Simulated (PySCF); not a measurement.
C7H14N2Si.
Cartesian coordinates in Å at the PBE0-D3(BJ)/def2-SVP level; atoms count from 1:
```
atom  x, y, z in Å
C1    -1.4491    0.8045   -1.0228
C2    -0.9798   -0.1389    0.0957
C3    -0.8868    0.6251    1.4227
C4    -2.0174   -1.2541    0.2559
C5     0.3466   -0.7610   -0.2707
C6     0.6423   -2.0596   -0.6175
N7     1.9672   -2.2046   -0.9303
C8     2.4804   -1.0192   -0.7805
N9     1.5563   -0.0737   -0.3795
Si10   2.0783    1.5762    0.0364
H11   -0.7517    1.6402   -1.1781
H12   -1.5385    0.2602   -1.9747
H13   -2.4337    1.2327   -0.7757
H14   -1.8755    1.0200    1.7041
H15   -0.5332   -0.0301    2.2329
H16   -0.2080    1.4903    1.3676
H17   -2.9912   -0.8221    0.5322
H18   -2.1533   -1.8140   -0.6811
H19   -1.7230   -1.9651    1.0423
H20   -0.0433   -2.9037   -0.6618
H21    3.5267   -0.7558   -0.9458
H22    2.1813    1.7575    1.5114
H23    1.1505    2.5903   -0.5301
H24    3.4259    1.7036   -0.5822
```

The closed-shell ground state was solved at several levels (PySCF, density fitting, gas phase, non-relativistic).

| level | basis functions | total energy (Eh) | HOMO (eV) | LUMO (eV) | gap (eV) | dipole (D) |
| --- | --- | --- | --- | --- | --- | --- |
| PBE0/pcSseg-1 | 247 | -673.5448 | -6.46 | 0.21 | 6.67 | 3.60 |
| CAM-B3LYP/def2-SVPD | 316 | -673.6291 | -7.73 | 0.95 | 8.68 | 3.69 |

**Question.** Estimate the row for KT3/pcSseg-1, a basis of 247 functions; the other rows only guide the guess.

**Answer.** Total energy -682.5532 Eh, HOMO -5.39 eV, LUMO -0.64 eV, gap 4.75 eV, dipole 3.39 D.

**Question.** Over all these levels, which gives the widest orbital gap and which the narrowest?

**Answer.** CAM-B3LYP/def2-SVPD (range-separated hybrid) has the widest, 8.68 eV, and KT3/pcSseg-1 (GGA) the narrowest, 4.75 eV. Functional and basis both differ between the two, so the spread mixes both effects.

**Question.** How far do the dipole and the HOMO energy spread over the levels?

**Answer.** The dipole runs from 3.39 to 3.69 D (mean 3.56 D) and the HOMO from -7.73 to -5.39 eV.
